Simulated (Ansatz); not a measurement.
A nudged elastic band was laid between two geometries of C2H8BOPSi (14 atoms, charge 0, multiplicity 1).

All numbers below come from Ansatz, RKS B3LYP-D4/STO-3G.

```json
{
 "movable images": "9",
 "climbing image": "yes",
 "spring": "5.0 eV/Å²",
 "optimiser": "quadratic models (default)",
 "start path": "IDPP",
 "force threshold": "0.05 eV/Å",
 "iteration limit": "44",
 "end points": "relaxed"
}
```

Image 0:

```xyz
14
Properties=species:S:1:pos:R:3
P -0.784 -2.588 -0.224
B -0.241 -0.826 -0.095
C 1.186 -0.301 -0.573
O 1.171 1.125 -1.013
C 0.327 1.888 -0.053
Si -1.195 0.823 0.363
H -1.474 -2.711 0.993
H 0.389 -3.234 0.200
H 1.639 -0.866 -1.415
H 1.894 -0.426 0.290
H 0.910 2.129 0.865
H 0.102 2.849 -0.553
H -2.316 1.144 -0.494
H -1.622 0.963 1.739
```

Image 10:

```xyz
14
Properties=species:S:1:pos:R:3
P -0.447 -2.595 0.608
B -0.146 -0.834 0.129
C 1.239 -0.299 -0.455
O 1.144 1.078 -1.022
C 0.306 1.894 -0.103
Si -1.151 0.813 0.474
H -1.793 -2.710 0.227
H 0.084 -3.244 -0.519
H 1.680 -0.919 -1.262
H 1.986 -0.318 0.383
H 0.912 2.241 0.765
H 0.023 2.795 -0.679
H -2.315 1.004 -0.365
H -1.535 1.065 1.847
```

Problem. Which bonds break or form, and what moves?

Solution. No bond is made or broken. The height of P1 over the plane of its neighbours goes from -0.74 to 0.74 Å.

Problem. Give the energies along the band, and the barrier.

Solution. The run converged. The highest image is number 5 of 0 to 10, 0.54 eV above the first end and 0.53 eV above the last; the last end lies 0.01 eV above the first. A vibrational analysis at the climbing image gives one clearly imaginary mode, 521i cm⁻¹: a first-order saddle point. Limits of this set-up: minimal basis.

```csv
image,path coordinate (Å),energy (eV),height of P1 over the plane of its neighbours (Å)
0,0.00,0.00,-0.74
1,0.24,0.00,-0.73
2,0.49,0.03,-0.68
3,0.73,0.16,-0.52
4,0.98,0.41,-0.27
5,1.22,0.54,0.00
6,1.44,0.43,0.25
7,1.66,0.21,0.48
8,1.88,0.05,0.65
9,2.10,0.01,0.73
10,2.31,0.01,0.74
```

Problem. What is the geometry of the highest image?

Solution. 
```xyz
14
Properties=species:S:1:pos:R:3
P -0.574 -2.462 0.217
B -0.163 -0.789 0.038
C 1.251 -0.258 -0.506
O 1.139 1.123 -1.063
C 0.302 1.922 -0.128
Si -1.166 0.836 0.417
H -1.780 -2.951 0.694
H 0.233 -3.546 -0.096
H 1.696 -0.861 -1.323
H 1.999 -0.267 0.327
H 0.904 2.244 0.752
H 0.027 2.838 -0.683
H -2.329 1.070 -0.411
H -1.551 1.071 1.793
```

Problem. What are the harmonic wavenumbers there?

Solution. 521i, 87, 183, 223, 312, 370, 497, 512, 580, 603, 664, 729, 776, 879, 929, 951, 982, 1102, 1120, 1164, 1207, 1245, 1279, 1336, 1380, 1445, 1644, 1664, 2633, 2672, 2852, 2918, 3185, 3233, 3347, 3381 cm⁻¹.

The run took 110 s on 1 thread of Intel(R) Xeon(R) 6975P-C (Granite Rapids), on a shared host, peak memory 0.15 GiB.
